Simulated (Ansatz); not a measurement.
`[CH3][GeH2][SeH]` at its PBE0-D4/def2-TZVP geometry, where that method's forces vanish. The species carries charge 0 and has multiplicity 1.

```xyz
9

C    -0.3128   -1.0373    0.6605
Ge    0.5552    0.1511   -0.6168
Se   -0.7738    2.0634   -1.0197
H    -0.4391   -0.5301    1.6176
H    -1.2934   -1.3294    0.2849
H     0.2946   -1.9315    0.8134
H     0.6922   -0.5022   -2.0020
H     1.9399    0.5917   -0.1083
H    -0.6627    2.5244    0.3704
```

Question: What forces (eV/Å) does r2SCAN-D4/def2-TZVPP give on these atoms in Ansatz? (An estimate is asked.)

Answer: Computed: 
```
C1  -0.017 -0.029  0.021
Ge2  0.066  0.003 -0.037
Se3 -0.014  0.024 -0.003
H4   0.004 -0.009 -0.025
H5   0.023  0.005  0.012
H6  -0.011  0.015 -0.003
H7  -0.008  0.025  0.061
H8  -0.047 -0.024 -0.017
H9   0.003 -0.010 -0.011
```
